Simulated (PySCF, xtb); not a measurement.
C4H10Cl3GeN, SMILES [Cl][Ge]([Cl])([N](CC)CC)[Cl]. The values are those of a single conformer.

Harmonic wavenumbers (cm⁻¹) from GFN2-xTB (xtb) at its own minimum, in rising order: 30, 67, 75, 95, 104, 123, 124, 139, 152, 194, 233, 255, 294, 337, 344, 360, 388, 435, 552, 806, 815, 899, 961, 1056, 1074, 1083, 1088, 1176, 1193, 1267, 1297, 1337, 1339, 1399, 1405, 1464, 1475, 1482, 1486, 1494, 1504, 2917, 2926, 2948, 2955, 3016, 3028, 3037, 3039, 3045, 3056.

**Question.** What does PySCF with r2SCAN-D4/def2-SVP give at its own minimum? (Estimate from the structure and the level; the computed values follow.)

**Answer.** 34, 68, 83, 100, 130, 136, 150, 171, 182, 221, 252, 286, 341, 387, 410, 427, 451, 464, 609, 772, 784, 913, 923, 1046, 1082, 1095, 1103, 1203, 1211, 1313, 1350, 1360, 1372, 1391, 1394, 1450, 1457, 1462, 1465, 1472, 1481, 3009, 3027, 3033, 3036, 3079, 3082, 3128, 3132, 3139, 3149. Paired by order, the mean absolute difference is 38 cm⁻¹ and the zero-point energies are 87.7 and 89.8 kcal/mol.
